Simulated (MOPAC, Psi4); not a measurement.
Two rigid molecules brought together: H4Si ··· H4Ge (SMILES [SiH4] and [GeH4]). Monomers: optimised at B3LYP-D3(BJ) (def2-TZVP), held rigid. Orientation: lowest of the rigid-body minima from ten starts at GFN2-xTB. The monomers approach along the line of their centres of mass (distance R); nothing else relaxes.

Geometry at R = 3.95 Å (first 5 atoms: monomer A):
```
10

Si     0.0000     0.0000     0.0000
H     -0.2110     0.9932    -1.0772
H      1.2588    -0.7381    -0.2490
H     -1.1338    -0.9515     0.0227
H      0.0860     0.6964     1.3035
Ge     0.5984    -2.4601     3.0327
H     -0.7200    -1.7032     3.2512
H      1.7601    -1.4575     2.9701
H      0.5265    -3.2434     1.7135
H      0.8269    -3.4366     4.1960
```

MP2/aug-cc-pVDZ = DF-MP2/aug-cc-pVDZ, frozen core, counterpoise-corrected (Psi4); AM1, restricted, heats of formation (MOPAC); B3LYP-D3(BJ)/def2-TZVP, counterpoise-corrected (Psi4); SAPT0/jun-cc-pVDZ, frozen core (Psi4); HF/aug-cc-pVDZ, counterpoise-corrected (Psi4).

Interaction energies in kcal/mol (negative: bound); R is the distance of the centres of mass, d the H5···H7 distance.

```
R / Å  d / Å  MP2/aug-cc-pVDZ    AM1  B3LYP-D3(BJ)/def2-TZVP  SAPT0/jun-cc-pVDZ  HF/aug-cc-pVDZ
-----  -----  ---------------  -----  ----------------------  -----------------  --------------
3.36    2.68             3.60   2.57                    2.21               4.25            7.33
3.51    2.81             1.76   1.28                    0.60               2.46            4.81
3.76    3.02             0.21   0.10                   -0.67               0.84            2.38
3.95    3.19            -0.27  -0.18                   -0.98               0.26            1.40
4.12    3.35            -0.44  -0.22                   -1.01               0.00            0.88
4.36    3.57            -0.49  -0.19                   -0.89              -0.16            0.46
4.63    3.82            -0.43  -0.13                   -0.68              -0.19            0.23
4.92    4.09            -0.34  -0.08                   -0.49              -0.17            0.12
5.41    4.55            -0.21  -0.03                   -0.27              -0.12            0.05
6.15    5.26            -0.10  -0.01                   -0.13              -0.06            0.02
7.16    6.24            -0.04   0.00                   -0.05              -0.02            0.00
8.42    7.47            -0.01   0.00                   -0.02              -0.01            0.00
```

Lowest grid point: MP2/aug-cc-pVDZ -0.49 kcal/mol at R = 4.36 Å; AM1 -0.22 kcal/mol at R = 4.12 Å; B3LYP-D3(BJ)/def2-TZVP -1.01 kcal/mol at R = 4.12 Å; SAPT0/jun-cc-pVDZ -0.19 kcal/mol at R = 4.63 Å; HF/aug-cc-pVDZ 0.00 kcal/mol at R = 8.42 Å.
